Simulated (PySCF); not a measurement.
This PySCF input asks for the NMR shieldings of SMILES CCC[C@@H]1CCN([SiH3])C1, C₇H₁₇NSi; the geometry comes from GFN2-xTB.

```python
import basis_set_exchange as bse
import numpy as np
from pyscf import gto, dft
from pyscf.prop import nmr

atoms = """
C     3.941813    0.028774   -0.012399
C     2.552154   -0.021823    0.611779
C     1.465407    0.309712   -0.409106
C     0.065976    0.327196    0.196035
C    -0.417029   -1.032408    0.710661
C    -1.945824   -0.937899    0.645436
N    -2.244219    0.195297   -0.214050
Si   -3.813403    0.556472   -0.790502
C    -1.023685    0.669781   -0.821709
H     4.018231   -0.684039   -0.830890
H     4.702788   -0.214251    0.725713
H     4.148125    1.022320   -0.404952
H     2.376061   -1.019079    1.019003
H     2.499220    0.689204    1.439212
H     1.496792   -0.423915   -1.218972
H     1.671912    1.290390   -0.845484
H     0.028370    1.055096    1.012468
H    -0.068201   -1.244743    1.719174
H    -0.058390   -1.820967    0.046946
H    -2.378510   -0.756732    1.635376
H    -2.380887   -1.867083    0.260253
H    -4.718481    0.306932    0.331764
H    -3.773373    1.961075   -1.195268
H    -4.254871   -0.259528   -1.938560
H    -1.098446    1.738937   -1.026472
H    -0.812577    0.153895   -1.771548
"""
names = dict.fromkeys(["C", "N", "Si", "H"], "pcSseg-1")
basis = {el: gto.basis.parse(bse.get_basis(n, elements=[el], fmt="nwchem")) for el, n in names.items()}
mol = gto.M(atom=atoms, basis=basis, charge=0, verbose=0)
mf = dft.RKS(mol, xc="PBE0")
mf.grids.level = 2
mf.grids.alignment = dft.numint.BLKSIZE   # the property module wants whole blocks of grid points
mf.conv_tol = 1e-9
mf.kernel()

calc = nmr.RKS(mf)   # GIAO
C = mf.mo_coeff
Co = C[:, mf.mo_occ > 0]
resp = mf.gen_response(singlet=True, hermi=2)
def vind(x):   # induced exchange potential for any number of trial vectors
    d = np.einsum("pi,xij,qj->xpq", C, 2 * x.reshape(-1, C.shape[1], Co.shape[1]), Co, optimize=True)
    return np.einsum("xpq,pi,qj->xij", resp(d - d.transpose(0, 2, 1)), C, Co, optimize=True).ravel()
mo1, _ = nmr.rhf.solve_mo1(calc, with_cphf=vind)
sigma = calc.kernel(mo1)
for i, s in enumerate(sigma):   # ppm
    print("%2d %-2s %9.2f" % (i, mol.atom_pure_symbol(i), np.trace(s) / 3))
```

Problem. Give the expected output.

Solution. 
```
 0 C     169.35
 1 C     159.97
 2 C     146.72
 3 C     141.19
 4 C     150.39
 5 C     135.43
 6 N     242.62
 7 Si    409.73
 8 C     125.68
 9 H      30.81
10 H      30.42
11 H      30.78
12 H      30.32
13 H      30.45
14 H      30.89
15 H      30.17
16 H      29.79
17 H      29.59
18 H      30.45
19 H      28.36
20 H      28.59
21 H      27.09
22 H      27.09
23 H      27.05
24 H      28.49
25 H      29.09
```

These numbers come from an equivalent density-fitted implementation of the same equations, which agrees with the script to about 0.01 ppm for H and up to a few tenths of a ppm for heavy atoms, so last digits may differ.

Problem. Turn these shieldings into chemical shifts. Chemical shifts δ = σref − σ; 13C (186.93 ppm) and 29Si (349.16 ppm) and 1H (31.72 ppm) vs TMS; 15N (267.73 ppm) against NH3, all at this level.

Solution. Averaging equivalent atoms: C 8: 61.2; C 5: 51.5; C 3: 45.7; C 2: 40.2; C 4: 36.5; C 1: 27.0; C 0: 17.6; N 6: 25.1; Si 7: -60.6; H 21/22/23: 4.64; H 19: 3.36; H 24: 3.23; H 20: 3.13; H 25: 2.62; H 17: 2.13; H 16: 1.93; H 15: 1.55; H 12: 1.40; H 13: 1.27; H 18: 1.27; H 9/10/11: 1.05; H 14: 0.82 ppm. Experimental scales use liquid or dissolved standards, which lie at an offset from isolated NH3 (liquid NH3: subtract about 20 ppm).

Size and cost of the density-fitted run: 245 basis functions, 100 s wall time on 1 thread of an x86-64 server CPU, shared host.
